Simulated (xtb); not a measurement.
CH₄OSZn, SMILES C[O][Zn][SH]. All values are semi-empirical tight-binding results from xtb (GFN2-xTB unless named), good for trends rather than for accurate numbers. Coordinates come from a GFN2-xTB optimisation. The structure was generated by enumeration; whether it is a known compound was not checked. The values are those of a single conformer.

Optimised geometry:

Bonded distances (Å): Zn1–O2 1.750, Zn1–S7 2.226, O2–C3 1.395, C3–H4 1.095, C3–H5 1.096, C3–H6 1.095, S7–H8 1.322. Bond angles (°): O2–Zn1–S7 129.1, Zn1–O2–C3 140.1, O2–C3–H4 112.1, O2–C3–H5 106.6, O2–C3–H6 112.2, H4–C3–H5 108.4, H4–C3–H6 109.0, H5–C3–H6 108.4, Zn1–S7–H8 99.7.

For metal compounds this method's bond lengths and energies can be far off.

Computed properties:
```
Quantity                                      Result
-------------------------------------  -------------
point group as xtb finds it                       Cs
orbital gap                                  2.58 eV
zero-point energy                      29.8 kcal/mol
G − E(el) at 298.15 K (modified RRHO)   9.4 kcal/mol
```

Computed atomic charges and the Wiberg bond orders between heavy atoms:
charges (e) Zn1 0.32, O2 -0.40, C3 0.06, H4 0.03, H5 0.06, H6 0.03, S7 -0.29, H8 0.19. Bond orders Zn1–O2 0.91, O2–C3 1.01, Zn1–S7 0.90.
